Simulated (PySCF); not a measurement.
COS, triplet, geometry from GFN2-xTB (a higher spin typed on purpose: for a closed-shell molecule this is an excited state). Base run: PBE/6-31G* run with PySCF.

The PySCF input:
```python
from pyscf import gto, scf, dft, solvent

mol = gto.Mole()
mol.atom = '''
    O    -1.610382   -0.082317   -0.031523
    C    -0.590761    0.491657    0.110805
    S     1.026726   -0.143213   -0.025790
'''
mol.basis = '6-31g*'
mol.charge = 0
mol.spin = 2
mol.verbose = 3
mol.build()

mf = dft.UKS(mol)
mf.xc = 'pbe'
mf.kernel()
```

Each row names what was changed in the base input (with any setting that the change needs).

```csv
change,ΔE vs base (kJ/mol),dipole (D)
base,0.00,0.98
model = IEF-PCM; solvent = chloroform,-3.06,1.20
model = IEF-PCM; solvent = tetrahydrofuran; lebedev_order = 11,-3.47,1.24
model = COSMO; solvent = tetrahydrofuran,-3.52,1.22
model = ddCOSMO; solvent = tetrahydrofuran,-3.22,1.22
model = IEF-PCM; solvent = tetrahydrofuran; vdw_scale = 1.1,-5.56,1.31
model = IEF-PCM; solvent = 2-propanol,-4.07,1.27
model = IEF-PCM; solvent = tetrahydrofuran,-3.52,1.23
model = IEF-PCM; solvent = tetrahydrofuran; vdw_scale = 1.0,-9.49,1.44
model = IEF-PCM; solvent = tetrahydrofuran; vdw_scale = 1.4,-1.65,1.14
model = IEF-PCM; solvent = n-hexane,-1.53,1.09
model = IEF-PCM; solvent = tetrahydrofuran; lebedev_order = 41,-3.52,1.23
```

The base is the gas phase, so ΔE is the electrostatic part of solvation at a fixed geometry, without cavity and dispersion terms.

Open shells are given as the SCF converged; they aren't shown to be the lowest states, and a large step between rows can be another state.
